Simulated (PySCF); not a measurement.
CH6ClNSi3. Atoms are numbered in the order given.

```xyz
12

Si     2.3716    -0.7240     0.2329
Si     0.2087    -1.3640    -0.3433
N     -0.2400    -0.6436    -1.9514
C     -1.0207     0.3377    -1.6560
Si    -1.3714     0.2408     0.2232
Cl    -0.7880     1.8783     1.3542
H      2.5899    -1.0042     1.6827
H      2.4897     0.7416    -0.0112
H      3.3988    -1.4515    -0.5671
H     -0.0387    -2.8304    -0.2504
H     -1.3831     1.0200    -2.4482
H     -2.7816    -0.0664     0.5887
```

The structure is a stationary point at ωB97X-D3(BJ)/def2-SVP. The structure was generated by enumeration; whether it is a known compound was not checked.

All values below come from ωB97X-D3(BJ)/def2-SVP (PySCF).

Frequencies are harmonic and unscaled.

| mode | ν (cm⁻¹) | IR (km/mol) | moving atoms (share of kinetic energy) |
|---|---|---|---|
| 1 | 50 | 1.1 | Cl 44 %, Si 43 %, H 11 % |
| 2 | 75 | 0.8 | Si 43 %, C 17 %, H 16 %, Cl 13 %, N 11 % |
| 3 | 99 | 0.1 | H 95 % |
| 4 | 148 | 8.0 | Si 50 %, N 24 %, Cl 13 %, H 11 % |
| 5 | 170 | 7.0 | Si 42 %, C 18 %, Cl 15 %, H 13 %, N 13 % |
| 6 | 334 | 6.1 | N 31 %, C 28 %, H 21 %, Cl 12 %, Si 9 % |
| 7 | 392 | 7.4 | Si 76 %, H 18 % |
| 8 | 417 | 22.4 | Si 38 %, H 30 %, N 13 %, C 12 % |
| 9 | 495 | 17.6 | Si 53 %, H 31 %, N 12 % |
| 10 | 509 | 1.7 | H 70 %, Si 22 % |
| 11 | 541 | 15.9 | H 54 %, Si 38 % |
| 12 | 575 | 74.5 | Si 49 %, Cl 28 %, H 15 % |
| 13 | 648 | 79.7 | H 82 %, Si 10 % |
| 14 | 692 | 5.6 | H 54 %, Si 22 %, N 21 % |
| 15 | 712 | 56.3 | H 58 %, N 22 %, Si 15 % |
| 16 | 765 | 77.8 | H 59 %, C 24 %, Si 13 % |
| 17 | 779 | 152.4 | H 49 %, Si 25 %, N 21 % |
| 18 | 805 | 48.6 | H 60 %, C 21 %, Si 17 % |
| 19 | 890 | 248.2 | H 86 %, Si 10 % |
| 20 | 917 | 20.2 | H 75 %, C 20 % |
| 21 | 949 | 48.3 | H 97 % |
| 22 | 950 | 42.9 | H 97 % |
| 23 | 1301 | 12.3 | H 79 %, C 13 % |
| 24 | 1643 | 39.5 | C 53 %, N 46 % |
| 25 | 2246 | 75.3 | H 98 % |
| 26 | 2256 | 43.3 | H 96 % |
| 27 | 2258 | 132.4 | H 97 % |
| 28 | 2263 | 56.4 | H 96 % |
| 29 | 2267 | 162.5 | H 96 % |
| 30 | 3081 | 41.1 | H 92 %, C 8 % |
